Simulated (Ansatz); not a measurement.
```yaml
crystal:
  periodic: [false, false, false]
  atoms:
    - {symbol: Bi, position_ang: [0.948632, 0.364312, 1.318914]}
    - {symbol: Te, position_ang: [-1.244950, -1.061915, 0.137840]}
    - {symbol: Te, position_ang: [0.296317, 0.697604, -1.456754]}
basis:
  gaussian: {orbitals: def2-mTZVPP}
total_charge: 1
hamiltonian: {xc: {name: B97M-V}, pseudopotentials: {relativity: scalar}}
output: {forces: true}
```

```sh
$ ansatz run in.yaml --threads 4 --pin off --events-out ev --progress --plain --max-ram 3916MiB
```

Output, abridged:

```
Functional definition: B97M-V
1052 factors; their error is unknown
mean field evaluation 1: about -20416.4593 eV, gradient 3.4e1 eV
mean field evaluation 2: about -20374.0618 eV, gradient 9.8e1 eV
mean field evaluation 4: about -20412.4453 eV, gradient 3.7e1 eV
mean field evaluation 8: about -20421.3915 eV, gradient 6.8e-1 eV
mean field evaluation 16: about -20421.1341 eV, gradient 4.1e-3 eV
mean field evaluation 32: about -20421.1341 eV, gradient 3.9e-5 eV
mean field -20421.13408686 eV, -750.4628357502 hartree, gradient 8.9e-5 eV, S^2 0.000000; 1 other end points of the search recorded, 0 dependent functions left out
reference -20421.13413873 eV, -750.4628376563 hartree; 35, 35 occupied and 73, 73 virtual orbitals, 1052 factors
Total energy: -20421.13413873 eV, -750.4628376563 hartree
Relativity: scalar
Atom 0 at     0.948632     0.364312     1.318914 Å, force    -0.735752    -0.282546    -1.022975 eV/Å
Atom 1 at    -1.244950    -1.061915     0.137840 Å, force     0.242523    -0.001820     0.641144 eV/Å
Atom 2 at     0.296317     0.697604    -1.456754 Å, force     0.493228     0.284366     0.381831 eV/Å
Dipole moment:     0.268759     0.103212     0.373673 e Å
```

Hardware: 4 threads of Arm Neoverse V1 on a shared host. Wall time 8.5 s.

In the def2 sets Bi, Te take a core potential; there is no spin–orbit coupling. A triplet lies near this restricted singlet, and broken spin symmetry wasn't tried.

The dipole of an ion depends on the origin.
